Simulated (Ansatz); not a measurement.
```yaml
crystal:
  periodic: [false, false, false]
  atoms:
    - {symbol: B, position_ang: [-0.002537, -0.001272, -0.101421]}
    - {symbol: N, position_ang: [0.032480, 0.017592, 1.569573]}
    - {symbol: H, position_ang: [-0.919144, -0.061349, 1.957932]}
    - {symbol: H, position_ang: [0.447732, 0.894360, 1.918146]}
    - {symbol: H, position_ang: [0.592220, -0.767563, 1.934107]}
    - {symbol: C, position_ang: [1.563978, -0.139737, -0.553799]}
    - {symbol: C, position_ang: [2.288269, -1.432596, -0.153084]}
    - {symbol: H, position_ang: [2.158327, 0.731187, -0.187393]}
    - {symbol: H, position_ang: [1.592757, -0.043881, -1.663370]}
    - {symbol: H, position_ang: [3.356241, -1.449642, -0.458884]}
    - {symbol: H, position_ang: [2.291697, -1.598298, 0.951536]}
    - {symbol: H, position_ang: [1.808741, -2.330008, -0.596607]}
    - {symbol: C, position_ang: [-0.683925, 1.425144, -0.524317]}
    - {symbol: C, position_ang: [0.092796, 2.697874, -0.158838]}
    - {symbol: H, position_ang: [-1.717760, 1.506051, -0.111021]}
    - {symbol: H, position_ang: [-0.831297, 1.401801, -1.628389]}
    - {symbol: H, position_ang: [-0.439197, 3.631880, -0.439947]}
    - {symbol: H, position_ang: [0.286238, 2.783101, 0.938028]}
    - {symbol: H, position_ang: [1.088046, 2.730328, -0.649313]}
    - {symbol: C, position_ang: [-0.914384, -1.303295, -0.490003]}
    - {symbol: C, position_ang: [-2.387225, -1.269387, -0.058555]}
    - {symbol: H, position_ang: [-0.449438, -2.240709, -0.101333]}
    - {symbol: H, position_ang: [-0.869491, -1.413904, -1.597652]}
    - {symbol: H, position_ang: [-2.942297, -2.195317, -0.321008]}
    - {symbol: H, position_ang: [-2.508792, -1.151588, 1.045461]}
    - {symbol: H, position_ang: [-2.934029, -0.420783, -0.519870]}
basis:
  gaussian: {orbitals: def2-TZVP, initial_orbitals: start.molden}
total_charge: 1
magnetization: {spin_polarized: true, initial_magnetization: 1}
hamiltonian: {xc: {name: CAM-B3LYP}, dispersion: d4}
scf: {omitted_lower_state_checks: [starts]}
output: {orbitals: {seedname: orbitals}}
```

The file start.molden holds the orbitals of an earlier run on this structure, at another level or in another basis.

```sh
$ ansatz run in.yaml --threads 4 --pin off --events-out ev --progress --plain --max-ram 4787MiB
```

Problem. Does this run fit into the memory that it is given?

Solution. No. It has 356 basis functions, and Ansatz plans for 4.95 GiB where 4.67 GiB are given.
